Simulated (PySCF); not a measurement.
**Adding and removing an electron: SbS**

r²SCAN; PySCF, scalar-relativistic core potentials, basis sets Sb def2-SVPD with ECP28, S def2-SVPD. Neutral (UKS): doublet (π ↑), Re = 2.244 Å, ωe = 486 cm⁻¹, De = 3.45 eV, HOMO -4.82 eV, LUMO -4.56 eV.

SbS⁻ (UKS): triplet (π ↑↑), Re = 2.350 Å, ωe = 404 cm⁻¹, De = 3.23 eV to Sb + S⁻. The energies at the minima are -638.38655 hartree for SbS and -638.45869 for SbS⁻.

Task: Work out the adiabatic electron affinity, without and with harmonic zero-point energies (1 hartree = 27.2114 eV, 1 eV = 8065.5 cm⁻¹), and the change of the bond length.

Result: At r²SCAN: 0.07214 hartree = 1.963 eV between the minima; the zero-point term (486.0 − 404.0)/2 cm⁻¹ = +0.005 eV makes it 1.968 eV. Re changes by +10.6 pm against the neutral. The electron enters a π orbital, and the longer bond of the ion fits an antibonding orbital, or a change in how ionic the bond is.

These are scalar-relativistic numbers at best; spin–orbit coupling would shift them, the dissociation energy most. For an ion De counts to the pair picked by the measured ionisation energies or electron affinities, which need not be the lowest pair at this level. The highest Kohn–Sham level is positive in this anion. Much of that is self-interaction error, but it also means that the finite basis helps to hold the extra electron. States were picked by a PBE0 search and need not be the measured ground states.
